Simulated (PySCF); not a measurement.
C3H7F2Ga, SMILES [Ga]([F])([CH2]CC)[F] at its B3LYP/def2-SVP optimised geometry (Å):

```
13

Ga    -1.7783     0.4579     0.0000
F     -2.7940     1.8901     0.0000
F     -2.7568    -1.0009    -0.0001
C      0.1832     0.4579     0.0000
C      0.8271    -0.9361     0.0264
C      2.3568    -0.8790     0.0238
H      0.4938     1.0637     0.8692
H      0.4932     1.0294    -0.8924
H      0.4813    -1.4901     0.9159
H      0.4794    -1.5242    -0.8402
H      2.7370    -0.3667    -0.8757
H      2.7940    -1.8901     0.0427
H      2.7387    -0.3327     0.9024
```

Computed with B3LYP/def2-TZVP in PySCF. Cells within 0.4 Å of a nucleus heavier than hydrogen are left out (blank, or x).

Map of the deformation density (molecule minus spherical neutral atoms) (e/bohr³) on the plane z = 0.0 Å:

```
|11111111111111111111111111111|
|11111111111111111111111111111|
|11111111111111111111111111111|
|11111111111111111111111111111|
|11111111111111111111111111111|
|11111111111111111111111111111|
|11111111111111111111111111111|
|11111112111111111111111111111|
|111112xx211111111111111111111|
|111114xx311111111111111111111|
|11111223311111011111111111111|
|11111122001221021111111111111|
|111111100x0243xx1000111111111|
|11111100xxx245xx1000011111111|
|11111111001233375100011111111|
|11111233211111266221022111111|
|111113xx31111002xx66xx1001111|
|111113xx21110001xx66xx2001111|
|11111123211110122012387211111|
|11111111111111111000279211111|
|11111111111111110000122011111|
|11111111111111111111100011111|
|11111111111111111111111111111|
|11111111111111111111111111111|
|11111111111111111111111111111|
|11111111111111111111111111111|
|11111111111111111111111111111|
|11111111111111111111111111111|
|11111111111111111111111111111|
```
Scale: ten equal steps from -0.017 (start of '0') to 0.098 (end of '9'), in the order '0123456789'; x runs from -5.00 to 5.00, y from -5.00 (bottom) to 5.00 (top).
